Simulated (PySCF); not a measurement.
**Cost of response and excited-state runs on `InChI=1S/C6H10Cl2/c1-2-6(8)3-5(6)4-7/h5H,2-4H2,1H3/t5-,6-/m1/s1`**

Geometry (Å), atoms numbered from 1 in this order:
```xyz
18

C    -2.216    0.697   -0.384
C    -1.524   -0.443    0.358
C    -0.061   -0.153    0.595
Cl    0.167    1.177    1.740
C     0.962   -1.243    0.621
C     0.928   -0.274   -0.533
C     2.035    0.723   -0.706
Cl    3.412   -0.039   -1.560
H    -1.752    0.857   -1.354
H    -2.145    1.618    0.189
H    -3.267    0.465   -0.534
H    -2.015   -0.608    1.320
H    -1.605   -1.364   -0.224
H     1.780   -1.153    1.320
H     0.632   -2.258    0.462
H     0.528   -0.641   -1.472
H     2.413    1.075    0.253
H     1.719    1.570   -1.315
```

PySCF with density fitting, on 1 thread of an Intel Xeon Platinum 8259CL, shared host. Command: `OMP_NUM_THREADS=1 python excited_run.py task.json out`

(1) How long does this run take, and how much memory?
- circular dichroism and optical rotation, wB97X-D/def2-SVPD; 12 states

Answers

(1) 
| run | level | basis functions | wall time | peak memory (GiB) |
| --- | --- | --- | --- | --- |
| circular dichroism and optical rotation | wB97X-D/def2-SVPD | 254 | 2.5 min | 1.2 |

Times from a shared host are rough.
